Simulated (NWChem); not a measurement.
# CHOS cation; SMILES [OH+]=C=S

```xyz
4

O     -0.1183     1.6407     0.0000
C      0.0035     0.4198     0.0000
S      0.0224    -1.0742     0.0000
H      0.6846     2.2048     0.0000
```
Atoms are numbered in this order, from 1.

Computed with NWChem. Coordinates come from a PBE0-D3(BJ)/def2-TZVP optimisation. Level: PBE0/def2-SVPD; rows give the wavelength of the field.

```json
[
 {"field": "static", "isotropic polarisability (bohr³)": "28.7", "anisotropy (bohr³)": "25.0"},
 {"field": "1065 nm", "isotropic polarisability (bohr³)": "28.9", "anisotropy (bohr³)": "25.4"},
 {"field": "589 nm", "isotropic polarisability (bohr³)": "…", "anisotropy (bohr³)": "…"}
]
```

Problem. Some entries are withheld; supply them.

Solution. 
- 589 nm, isotropic polarisability (bohr³): 29.4
- 589 nm, anisotropy (bohr³): 26.3
